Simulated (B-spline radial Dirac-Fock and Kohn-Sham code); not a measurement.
## EELS cross sections of the Rh L3 edge

System: neutral rhodium in the configuration [Kr] 4d8 5s1. Calculated with a radial finite-basis atomic code, using the first Born approximation with generalised oscillator strengths from a Dirac-Hartree-Slater potential (longitudinal and transverse terms; continuum final states only, so no white lines or fine structure). The edge is taken at 3004.0 eV (tabulated value).

Partial cross sections σ(β, Δ) in barn, integrated over a window Δ above the edge and up to the collection semi-angle β, for parallel illumination:

| E₀ (kV) | β (mrad) | Δ = 25 eV | Δ = 50 eV | Δ = 100 eV | Δ = 200 eV | Δ = 300 eV |
| --- | --- | --- | --- | --- | --- | --- |
| 60 | 5 | 0.501 | 1.06 | 2.08 | 3.89 | 5.41 |
| 60 | 10 | 1.91 | 4.04 | 7.96 | 14.9 | 20.7 |
| 60 | 100 | 37.3 | 79.3 | 159 | 304 | 434 |
| 80 | 10 | 2.54 | 5.37 | 10.6 | 19.8 | 27.6 |
| 80 | 100 | 34.9 | 74.1 | 148 | 285 | 408 |
| 100 | 10 | 3.14 | 6.63 | 13.1 | 24.5 | 34.2 |
| 100 | 20 | 9.11 | 19.3 | 38.2 | 72.0 | 101 |
| 120 | 5 | 1.06 | 2.24 | 4.41 | 8.23 | 11.5 |
| 120 | 20 | 9.98 | 21.1 | 41.9 | 79.1 | 111 |
| 120 | 50 | ? | ? | ? | ? | ? |
| 120 | 100 | 30.9 | 65.7 | 132 | 254 | 364 |
| 200 | 5 | 1.86 | 3.93 | 7.75 | 14.5 | 20.2 |
| 200 | 100 | 26.3 | 55.9 | 112 | 217 | 311 |
| 300 | 100 | 23.5 | 49.9 | 100 | 194 | 279 |

Question: Give the row for 120 kV and 50 mrad.

Answer: 22.5 b for 25 eV, 47.8 b for 50 eV, 95.5 b for 100 eV, 182 b for 200 eV, 259 b for 300 eV.
